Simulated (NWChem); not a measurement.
Species: GeBrF, singlet; SMILES [F][Ge][Br]

All runs: NWChem. Low-valent species are run as closed-shell singlets; no triplet was tried in these runs. The geometry was optimised at PBE-D3(BJ)/def2-SVP.

Taking PBE0/pcseg-2 as the yardstick, which of these has the fewest basis functions while keeping “highest occupied level (eV)” within 0.05 eV of it: PBE0/def2-SVP; PBE0/aug-pcseg-1; PBE0/STO-3G; PBE0/pcseg-1?

PBE0/pcseg-1 (a larger set in the list lies outside the tolerance).
| level | basis functions | highest occupied level (eV) |
|---|---|---|
| PBE0/STO-3G | 41 | -4.15 |
| PBE0/pcseg-1 | 68 | -8.27 |
| PBE0/def2-SVP | 78 | -8.11 |
| PBE0/aug-pcseg-1 | 95 | -8.36 |
| PBE0/pcseg-2 | 116 | -8.24 |

The yardstick is one finite set, not the basis-set limit.
